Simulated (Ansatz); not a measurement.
Job for Ansatz (a first-principles code): R-CCSD(T)/aug-cc-pV(T+d)Z on HCl (SMILES Cl) with ghost functions, monomers drawn apart or pushed together. Files ending in .json are basis or fitting sets from the Basis Set Exchange.

Ansatz 0.2 input:
```yaml
crystal:
  periodic: [false, false, false]
  atoms:
    - {symbol: Cl, position_ang: [-0.15233745, -0.05620710, 0.44346865]}
    - {symbol: H, position_ang: [0.14962411, 0.49239252, 1.58775990]}
basis:
  gaussian:
    orbitals: aug-cc-pV_T+d_Z.json
    ghost_atoms:
      - {symbol: C, position_ang: [-0.32712681, 0.05263259, 4.27469177]}
      - {symbol: O, position_ang: [0.29118861, 0.89685029, 3.67843621]}
      - {symbol: H, position_ang: [-0.39210683, 0.06198928, 5.37554812]}
      - {symbol: H, position_ang: [-0.85224535, -0.76204405, 3.74683044]}
magnetization: {spin_polarized: false}
correlation: {method: ccsd_t, electrons: outside_noble_gas}
scf: {lower_state_search: off}
```

The head of its log:

```
WARN ansatz: RAYON_NUM_THREADS=1 ignored (pool sized by the plan → 1); use --threads N
Functional definition: HF
these checks for a lower state are left out or cut short: stability, starts, cluster_reference, orbital_swaps, neighbouring_geometries, increment
integrals: 1.03 GiB planned
1259 factors; integrals over basis functions are off by at most 1.2e-3 eV
mean field: 0.53 GiB planned
mean field evaluation 1: about -12519.7580 eV, gradient 1.0e1 eV
mean field evaluation 2: about -12519.7587 eV, gradient 1.0e1 eV
mean field evaluation 4: about -12520.1621 eV, gradient 1.1e0 eV
mean field evaluation 8: about -12520.1710 eV, gradient 2.2e-5 eV
mean field -12520.17099125 eV, -460.1077974516 hartree, gradient 8.2e-7 eV, S^2 0.000000; 0 other end points of the search recorded, 0 dependent functions left out
5 core orbitals not correlated
reference -12520.17099125 eV, -460.1077974516 hartree; 4, 4 occupied and 207, 207 virtual orbitals, 1259 factors
```

**Question.** Give the final energy of this run.

**Answer.** -460.3456 hartree (reference determinant -460.1078, T1 diagnostic 0.006).
